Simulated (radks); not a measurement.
Values are calculated unless marked as measured or tabulated.
Numerical settings for neutral iridium, [Xe] 4f14 5d7 6s2. Code: a radial shooting solver on a logarithmic mesh with Libxc functionals. Model: Dirac Kohn-Sham, PBE, spin-unpolarised, spherical densities, finite nucleus; open shells fill j = l - 1/2 first; Fermi nuclear charge, rms radius 5.4032 fm. The defaults (mesh step 0.008 in ln r, mesh end at 40 bohr or more with all orbitals vanishing there, Anderson mixing 0.5 over 9 steps, residual threshold near 1e-9 with the energy settled to 1e-9 hartree or 1e-11 of itself, here a cap of 85 iterations) give E = -17854.598 hartree and 6s1/2 at -6.292 eV in 15 iterations. Run on one thread of a shared host, so times are rough (Arm Neoverse V1): 0.19 s of CPU time, 0.19 s wall, 15 iterations on 2440 mesh points. Changes against that run (0 stands for a change within the tolerance of the run):

setting                    iterations         converged  E (mhartree)  e(6s1/2) (meV)  CPU (s)
mesh step in ln r 0.03             15               yes      +0.00354               0     0.06
mesh step in ln r 0.2               4                no      diverged               -     0.01
mesh step in ln r 0.05             15               yes       +0.0584        +0.00712     0.04
mesh end (bohr) 5                  14               yes          +111       +2.42e+03     0.16
mesh end (bohr) 3                  14  level above zero     +2.27e+03        +2.6e+04     0.13
residual threshold 0.01            10               yes             0          +0.229     0.15
residual threshold 0.1             10               yes             0          +0.229     0.15
mixing 1                           14               yes             0               0     0.17
linear mixing, mixing 0.5          30               yes             0               0     0.29
linear mixing, mixing 0.8          85                no     +1.25e+05        -1.9e+05      2.6
mixing history 3                   16               yes             0               0     0.19
iteration cap 3                     3                no         +34.1            -411     0.06

Settled on a wrong energy, with an occupied level pushed above zero by the early mesh end: mesh end (bohr) 3 (+2.27 hartree). Apart from these: settings that end as converged yet miss the energy by more than 1 mhartree: mesh end (bohr) 5 (+0.111 hartree). A mesh that ends early acts as a hard wall.
